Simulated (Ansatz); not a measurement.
Stepwise reaction of `C[N](C)[Ga]([Cl])[N](C)C` with water, as a gas-phase model of exchange steps in deposition or etching. ΔE in kJ/mol.

Calculated with Ansatz (gas phase, PBE0-D4/def2-TZVP geometries, no zero-point term in ΔE). CCSD(T)/CBS is the MP2 limit (def2-TZVPP, def2-QZVPP) plus CCSD(T) − MP2 in def2-TZVPP, frozen cores. This one scheme is used for every species. Functionals use def2-TZVPP. B3LYP here is the variant with VWN-RPA as its local correlation; programs differ in this. For Ga outer-core shells are correlated without core-valence functions, which leaves a few kJ/mol of doubt a bond. Scalar relativity is left out up to krypton. Each species was taken in one conformer, which may not be the lowest.

```
step                                                            reaction  PBE-D4  B3LYP-D4  ωB97M-V  CCSD(T)/CBS
   1  `C[N](C)[Ga]([Cl])[N](C)C` + H₂O → `C[N](C)[Ga]([OH])[Cl]` + `CNC`   -25.5     -26.1    -28.9        -19.9
   2        `C[N](C)[Ga]([OH])[Cl]` + H₂O → `[OH][Ga]([OH])[Cl]` + `CNC`   -10.1     -10.1    -13.4         -4.0
```

By hand: ΔE of the 2 steps together at CCSD(T)/CBS.

(-19.9) + (-4.0) = -23.9 kJ/mol, or -11.9 kJ/mol a step.

In ΔE each step is higher than the one before. PBE-D4 differs from CCSD(T)/CBS by -6.1 to -5.6 kJ/mol a step. Only this route is followed, and other bonds may react first. Isolated molecules leave out the surface, adducts and barriers. Largest T1 diagnostic: 0.013.
